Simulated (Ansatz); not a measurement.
C₂H₃F₃OSi, SMILES `C=CO[Si](F)(F)F` from Hartree–Fock to CCSD(T)

| atom | x (Å) | y (Å) | z (Å) |
| --- | --- | --- | --- |
| C1 | 1.4624 | -0.7669 | 0.0435 |
| C2 | 0.8449 | -0.0184 | 0.9409 |
| O3 | -0.3758 | 0.5720 | 0.7919 |
| Si4 | -1.3967 | 0.5430 | -0.4509 |
| F5 | -2.6397 | 1.4022 | -0.0469 |
| F6 | -0.7625 | 1.1483 | -1.7523 |
| F7 | -1.8743 | -0.9124 | -0.7909 |
| H8 | 2.4322 | -1.1810 | 0.2815 |
| H9 | 1.0419 | -0.9901 | -0.9305 |
| H10 | 1.2677 | 0.2033 | 1.9137 |

Charge 0, multiplicity 1. The geometry is a stationary point of PBE0-D4/def2-TZVP. It is one conformer, not always the lowest. Frozen core, restricted reference, the Gaussian-basis code of Ansatz. CBS rows extrapolate triple and quadruple zeta; past MP2 they add the triple-zeta difference.

```json
{"basis": "def2-TZVPP", "HF (Eh)": "-740.05766", "MP2 corr.": "-1.40200", "CCSD corr.": "-1.42076", "(T)": "?", "CCSD(T) total": "?"}
{"basis": "def2-QZVPP", "HF (Eh)": "?", "MP2 corr.": "-1.52455", "CCSD corr.": "–", "(T)": "–", "CCSD(T) total": "–"}
{"basis": "CBS(def2)", "HF (Eh)": "?", "MP2 corr.": "?", "CCSD corr.": "-1.63409", "(T)": "as TZ", "CCSD(T) total": "?"}
```

(1) Fill in the withheld values. (Best estimate.)

## Answers

(1) Computed: def2-TZVPP (T): -0.04841; def2-TZVPP CCSD(T) total: -741.52683; def2-QZVPP HF (Eh): -740.08961; CBS(def2) HF (Eh): -740.09401; CBS(def2) MP2 corr.: -1.61533; CBS(def2) CCSD(T) total: -741.77651.
